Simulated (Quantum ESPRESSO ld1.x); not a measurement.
All-electron atom: Rb3+ in [Ar] 3d10 4s2 4p4 (the NIST ground configuration).

Calculated with ld1.x of Quantum ESPRESSO 7.5: scalar-relativistic Kohn-Sham, LDA (Slater exchange, VWN5 correlation), spin-polarised, spherical densities, point nucleus; open shells are filled with parallel spins first.

Energy parts (eV):
total: -80954.88
kinetic: 82887.30
electron-nucleus: -194024.35
Hartree: 32795.79
exchange-correlation: -2613.61

Orbitals (lengths in bohr, moments of r in powers of bohr; r(90%) holds 90 % of the orbital's charge):
orbital	occ.	eigenvalue (eV)	r(90%)	<1/r>
1s up	1	-15046.673	0.0722	37.83
1s down	1	-15046.440	0.0722	37.83
2s up	1	-2041.543	0.275	8.421
2s down	1	-2041.387	0.275	8.421
2p up	3	-1815.607	0.253	8.236
2p down	3	-1815.390	0.253	8.236
3s up	1	-332.721	0.760	2.805
3s down	1	-332.423	0.759	2.806
3p up	3	-260.245	0.791	2.654
3p down	3	-259.910	0.790	2.655
3d up	5	-139.912	0.855	2.393
3d down	5	-139.522	0.852	2.396
4s up	1	-65.108	2.02	0.9668
4s down	1	-63.113	2.03	0.9674
4p up	3	-47.787	2.31	0.8457
4p down	1	-45.845	2.34	0.8415

The highest occupied level is 4p down at -45.845 eV. Summed over all electrons, <r^2> = 21.69 bohr^2, which gives a Langevin (diamagnetic) susceptibility term of -17.2 x 10^-6 cm^3/mol. Spin moment in Bohr magnetons: 2.
